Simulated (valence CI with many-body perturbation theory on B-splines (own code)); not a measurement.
Which ion has this spectrum?

A relativistic CI+MBPT calculation for an atom or ion with 22 electrons gives these levels (cm⁻¹):

| J | Parity | E | g |
| --- | --- | --- | --- |
| 0 | even | 0 |  |
| 1 | even | 875165 | 1.49 |
| 4 | even | 980023 | 1.05 |
| 2 | even | 1019230 | 1.17 |
| 3 | even | 1047852 | 1.09 |
| 2 | even | 1827366 | 1.31 |
| 0 | even | 1829532 |  |
| 4 | even | 1852629 | 1.13 |
| 3 | even | 1873442 | 1.18 |
| 5 | even | 1900353 | 1.08 |
| 6 | even | 1923799 | 1.06 |
| 1 | even | 1958705 | 1.03 |
| 3 | even | 1977956 | 1.04 |
| 4 | even | 1983843 | 1.02 |

The energies are calculated, and their last digits are not significant.

Problem. Which is it?
A. Au57+
B. Bi61+
C. Tl59+
D. Pb60+

Solution. D. Pb60+, ground level (3d3/2^4) J=0.
